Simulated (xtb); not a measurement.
CH5FO2Si2, SMILES O=CO[Si@@H](F)[SiH3]. All values are semi-empirical tight-binding results from xtb (GFN2-xTB unless named), good for trends rather than for accurate numbers. Geometry: GFN2-xTB. The structure was generated by enumeration; whether it is a known compound was not checked. Other conformers were not sampled.

Question: Estimate the properties. (The exact figures need the calculation; the answer reports its results.)

Answer: 
```yaml
orbital_gap: 3.50 eV
dipole_moment: 1.32 D
zero_point_energy: 36.9 kcal/mol
G − E(el) at 298.15 K (modified RRHO): 15.9 kcal/mol
static polarisability (D4 model): 79.0 bohr³
solvation energy, GFN2-xTB/ALPB(water): -0.2 kcal/mol
solvation energy, GFN2-xTB/ALPB(thf): -3.5 kcal/mol
```
